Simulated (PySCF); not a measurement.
**I⁴⁰⁺: fine-structure interval**

I⁴⁰⁺ [Ne] 3s2 3p1 [3p1/2^1, M_J = 1/2] → I⁴⁰⁺ [Ne] 3s2 3p1 [3p3/2^1, M_J = 3/2], as a difference of total energies. All numbers are calculated (PySCF 2.14, the two-component X2C-1e Hamiltonian, in an uncontracted even-tempered set (18 s from 8.5 bohr⁻², ratio 2.4; 14 p from 11 bohr⁻², ratio 2.4; 4 d from 38 bohr⁻², ratio 2.6; 4 f from 57 bohr⁻², ratio 2.6)). Correlated levels: 1s2 frozen; the 54 highest virtual spinors dropped. "Screened" scales the spin-orbit matrix elements by Boettger's factors to mimic the two-electron term; Breit and QED terms are absent.

```json
{"method": "GHF (screened spin-orbit)", "fine-structure interval (cm⁻¹)": "626840"}
{"method": "GMP2 (screened spin-orbit)", "fine-structure interval (cm⁻¹)": "623770"}
{"method": "GHF (bare spin-orbit)", "fine-structure interval (cm⁻¹)": "652600"}
```
